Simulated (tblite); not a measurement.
Species: C6H9FGeO.
Numbering: `[O:1]=[CH:2][C@@H:3]1[CH2:4][C:5]([CH2:6][F:7])=[CH:8][GeH2:9]1` (hydrogens: H10 on C2; H11 on C3; H12, H13 on C4; H14, H15 on C6; H16 on C8; H17, H18 on Ge9)

Computed with GFN2-xTB (tblite), gas phase: L-BFGS steps from a force-field or distance-geometry start until the largest atomic force falls under 0.01 eV/Å.

Step 9: E = -764.5986 eV
```
atom  x, y, z in Å  |  force x, y, z in eV/Å
O1      1.3425    2.1504    0.1876    0.032   0.002   0.144
C2      1.9395    1.1062    0.1630   -0.056   0.135  -0.033
C3      1.4315   -0.1509   -0.4164   -0.084  -0.049  -0.023
C4      0.0706    0.0562   -1.0817   -0.150  -0.063   0.056
C5     -1.0189   -0.0171   -0.0393   -0.018  -0.141   0.007
C6     -2.2983    0.7124   -0.3101   -0.021  -0.057  -0.044
F7     -2.9275    0.2054   -1.4291    0.053   0.016  -0.044
C8     -0.8184   -0.7444    1.0591    0.076   0.108   0.034
Ge9     0.9913   -1.4367    1.0605   -0.023  -0.014   0.121
H10     2.9534    1.0137    0.5994    0.102   0.021   0.043
H11     2.1915   -0.5501   -1.0847    0.008  -0.073  -0.103
H12    -0.1013   -0.7266   -1.8238   -0.054  -0.021  -0.035
H13     0.0220    1.0182   -1.5915    0.073   0.073  -0.029
H14    -2.0908    1.7676   -0.5199   -0.083   0.032   0.043
H15    -3.0080    0.5977    0.5171    0.055   0.096  -0.033
H16    -1.5582   -0.8366    1.8388    0.010  -0.023  -0.078
H17     1.0926   -2.8401    0.5136    0.089  -0.008   0.107
H18     1.7777   -1.3191    2.3456   -0.009  -0.034  -0.133
```

Step 10: E = -764.6040 eV
```
atom  x, y, z in Å  |  force x, y, z in eV/Å
O1      1.3404    2.1515    0.1950    0.047  -0.004   0.140
C2      1.9375    1.1084    0.1631    0.000   0.017  -0.024
C3      1.4289   -0.1510   -0.4180   -0.022   0.000  -0.031
C4      0.0669    0.0550   -1.0818   -0.084  -0.003  -0.006
C5     -1.0202   -0.0145   -0.0404   -0.032  -0.166   0.020
C6     -2.3015    0.7120   -0.3133    0.059  -0.037  -0.019
F7     -2.9241    0.2043   -1.4350    0.029   0.035   0.000
C8     -0.8174   -0.7391    1.0586    0.068   0.065   0.058
Ge9     0.9935   -1.4322    1.0638   -0.051  -0.080   0.072
H10     2.9559    1.0076    0.5967    0.015   0.066   0.010
H11     2.1924   -0.5505   -1.0853   -0.045  -0.049  -0.075
H12    -0.1076   -0.7242   -1.8269   -0.047  -0.042  -0.021
H13     0.0202    1.0170   -1.5925    0.074   0.080  -0.025
H14    -2.0931    1.7682   -0.5170   -0.086   0.036   0.006
H15    -3.0057    0.6020    0.5185    0.002   0.053  -0.061
H16    -1.5609   -0.8380    1.8331    0.010  -0.014  -0.046
H17     1.1015   -2.8424    0.5253    0.066   0.040   0.102
H18     1.7846   -1.3278    2.3445   -0.002   0.004  -0.099
```

**Question.** Estimate the geometry and energy of step 11. (The exact step hangs on the optimiser's Hessian estimate; all steps are aligned on step 10, rigid shifts and turns removed.)

**Answer.** E = -764.6079 eV, largest force 0.131 eV/Å
```
atom  x, y, z in Å  |  force x, y, z in eV/Å
O1      1.3395    2.1526    0.2031    0.046  -0.018   0.121
C2      1.9364    1.1100    0.1627    0.039  -0.073  -0.002
C3      1.4265   -0.1514   -0.4198    0.021   0.031  -0.028
C4      0.0627    0.0542   -1.0823    0.006   0.034  -0.056
C5     -1.0220   -0.0157   -0.0413   -0.023  -0.116   0.007
C6     -2.3028    0.7112   -0.3158    0.085  -0.009   0.002
F7     -2.9211    0.2042   -1.4392    0.007   0.041   0.017
C8     -0.8151   -0.7343    1.0600    0.038   0.018   0.062
Ge9     0.9940   -1.4305    1.0675   -0.048  -0.086  -0.006
H10     2.9581    1.0047    0.5951   -0.049   0.082  -0.024
H11     2.1920   -0.5517   -1.0874   -0.093  -0.025  -0.041
H12    -0.1129   -0.7234   -1.8294   -0.040  -0.039  -0.008
H13     0.0204    1.0174   -1.5936    0.054   0.050  -0.005
H14    -2.0964    1.7691   -0.5148   -0.064   0.022  -0.019
H15    -3.0039    0.6061    0.5182   -0.042   0.013  -0.064
H16    -1.5627   -0.8392    1.8283   -0.001  -0.008   0.000
H17     1.1090   -2.8434    0.5355    0.045   0.051   0.089
H18     1.7893   -1.3337    2.3416    0.017   0.033  -0.046
```

The energy changes by -0.0039 eV. The first-order estimate −F·Δx gives -0.0055 eV and the mean of the old and new forces, exact on a quadratic surface, -0.0039 eV. The step makes an angle of 55° with the force vector and moves no atom by more than 0.013 Å.

What follows is the cost of the whole relaxation. Time: 1.2 s. Hardware: one thread of an Arm Neoverse N1, shared host with 64 logical CPUs at a one-minute load of 59.
